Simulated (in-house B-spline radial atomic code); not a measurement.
How numerical settings move a run on Ag, [Kr] 4d10 5s1. Computed with a B-spline radial code for spherical atoms: Dirac-Hartree-Fock, average of configuration, Fermi nucleus of rms radius 4.5454 fm.

Command:
```bash
python run_scf.py task.json out
```
Settings of the sound reference run:
```
Z                47
electrons        47
configuration    [Kr] 4d10 5s1
hamiltonian      dirac
method           hf
spin_polarised   False
nucleus          fermi
rms_radius       4.5454
mass_number      107
atomic_mass      106.9051
speed_of_light   137.036
knot_spacing     0.22
spline_order     8
gauss_points     12
box_radius       50
max_iterations   70
damping          0.5
damped_steps     3
diis_vectors     10
tolerance        1e-08
start            Thomas-Fermi
```

Run time, properties included: 1.3 s on 1 thread of Arm Neoverse V2, with other jobs on the host.

It converges in 10 iterations to -5314.633658 hartree, with 5s1/2 at -6.45326 eV. The other runs change the listed settings, some to values that make no sense; their results aren't properties of the atom or ion. Radii are in bohr (the nuclear one in fm), a minus after a letter asks for a j subshell, and «unchanged» means within 1e-8 hartree. The run stops when the residual is below 10 × tolerance × max(1, Z/10), or a noise floor if that is larger, and the energy moves by less than 1e-8 × √|E| hartree; so very loose and very tight tolerances often act alike.

| changed settings | outcome |
| --- | --- |
| diis_vectors = 1 | not converged after 70 iterations, last residual 6.9e-07, last energy +3.00e-10 hartree from the reference |
| max_iterations = 2, damped_steps = 8 | not converged after 2 iterations, last residual 1.3e-01, last energy +6.78e-01 hartree from the reference |
| electrons = 50, configuration = [Kr] 4d10 5s1 6s3, max_iterations = 100 | stopped with error: shell 6s holds at most 2 electrons |
| box_radius = 100, max_iterations = 50, damping = 0.8, diis_vectors = 0, start = bare nucleus | not converged after 50 iterations, last residual 1.3e-05, last energy +6.30e-09 hartree from the reference |
| electrons = 48, configuration = [Kr] 4d10 5s1 3f1, max_iterations = 75 | stopped with error: there is no 3f shell |
| gauss_points = 4, max_iterations = 75, damping = 0.2, damped_steps = 30 | converged in 22 iterations, energy +8.48e-07 hartree from the reference, 5s1/2 level +3.5e-06 eV |
| tolerance = 1e-06 | converged in 9 iterations, energy unchanged, 5s1/2 level -1.9e-05 eV |
| box_radius = 15 | converged in 10 iterations, energy +2.07e-06 hartree from the reference, 5s1/2 level +3.5e-05 eV (the program warns: 5s1/2 reaches the box edge) |
| diis_vectors = 4 | converged in 10 iterations, energy unchanged, 5s1/2 level +1.1e-06 eV |
| max_iterations = 8, damping = 0.2, tolerance = 1e-10, start = bare nucleus | not converged after 8 iterations, last residual 6.5e-04, last energy +5.35e-05 hartree from the reference |
| box_radius = 7.5 | converged in 10 iterations, energy +6.57e-03 hartree from the reference, 5s1/2 level +1.6e-01 eV (the program warns: 5s1/2 reaches the box edge; 4d3/2 reaches the box edge) |
| method = r2scan | stopped with error: meta-GGAs are not served with the Dirac Hamiltonian |
| box_radius = 5 | converged in 10 iterations, energy +8.61e-02 hartree from the reference, 5s1/2 level +2.0e+00 eV (the program warns: 5s1/2 reaches the box edge; 4p1/2 reaches the box edge) |

Q: What happens with gauss_points = 3, max_iterations = 75, damping = 0.8, tolerance = 1e-10, start = bare nucleus?

A: Converged in 15 iterations, energy +1.90e-04 hartree from the reference, 5s1/2 level -4.3e-05 eV.

Q: What happens with box_radius = 2?

A: Converged in 8 iterations, energy +1.06e+01 hartree from the reference, 5s1/2 level +1.1e+02 eV (the program warns: 5s1/2 has a positive eigenvalue: unbound, held by the box; 4d3/2 has a positive eigenvalue: unbound, held by the box).

Q: What happens with diis_vectors = 2?

A: Converged in 12 iterations, energy unchanged, 5s1/2 level -1.9e-06 eV.

Q: What happens with box_radius = 3?

A: Converged in 9 iterations, energy +1.37e+00 hartree from the reference, 5s1/2 level +2.2e+01 eV (the program warns: 5s1/2 has a positive eigenvalue: unbound, held by the box; 4s1/2 reaches the box edge).
